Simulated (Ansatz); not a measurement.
`FB(F)OP` + `O[SiH2][SiH3]` → `O[SiH2]B(F)F` + `[SiH3]OP`  (redistribution)

Program: Ansatz. Geometries: PBE0-D4/def2-TZVP. ΔE: electronic, gas phase. CCSD(T)/CBS is the MP2 limit (def2-TZVPP, def2-QZVPP) plus CCSD(T) − MP2 in def2-TZVPP, frozen cores. DFT in def2-TZVPP. One conformer a species, not always the lowest.

`FB(F)OP`:

```xyz
7

F    -1.264    1.395    0.631
B    -1.269    0.265   -0.061
F    -2.396   -0.107   -0.635
O    -0.170   -0.497   -0.203
P     1.282   -0.269    0.592
H     1.919   -1.400    0.018
H     1.898    0.613   -0.342
```

`O[SiH2][SiH3]`:

```xyz
9

O     0.218    0.570    1.979
Si    0.584   -0.438    0.720
Si   -0.664    0.048   -1.208
H     0.343    1.510    1.846
H     2.034   -0.368    0.375
H     0.281   -1.806    1.208
H    -0.254   -0.853   -2.320
H    -0.421    1.456   -1.634
H    -2.122   -0.119   -0.967
```

`O[SiH2]B(F)F`:

Cartesian coordinates in Å:
```
O 1.735 0.553 0.014
Si 0.466 -0.369 -0.493
B -1.288 0.233 0.355
F -2.458 -0.219 -0.055
F -1.313 1.085 1.366
H 1.800 0.754 0.949
H 0.405 -0.224 -1.967
H 0.653 -1.813 -0.169
```

`[SiH3]OP`:

```xyz
8

Si    0.834   -0.906   -0.418
O     0.050    0.217    0.503
P    -1.160    1.241    0.066
H     0.034   -2.155   -0.502
H     2.123   -1.181    0.256
H     1.063   -0.380   -1.789
H    -0.791    2.344    0.887
H    -2.153    0.820    0.998
```

```tsv
species	PBE energy (Eh)
`FB(F)OP`	-642.16468
`O[SiH2][SiH3]`	-657.50599
`O[SiH2]B(F)F`	-590.88969
`[SiH3]OP`	-708.75783
```

Task: Work out ΔE.

Result: ΔE = (-590.88969) + (-708.75783) − (-642.16468) − (-657.50599) = 0.02315 Eh = +60.8 kJ/mol. CCSD(T)/CBS gives +48.6 kJ/mol.

Largest T1 diagnostic among the species: 0.013.

At CCSD(T), def2-SVP lies +31.3 kJ/mol from the extrapolated value and def2-TZVPP +3.3 kJ/mol. Leaving LDA and LC-ωPBE aside and taking each functional with its dispersion term where it has one, the values, not all of them listed here, spread over 14.1 kJ/mol, from B2PLYP to B97M-V. LDA lies +7.9 kJ/mol from PBE without D4.
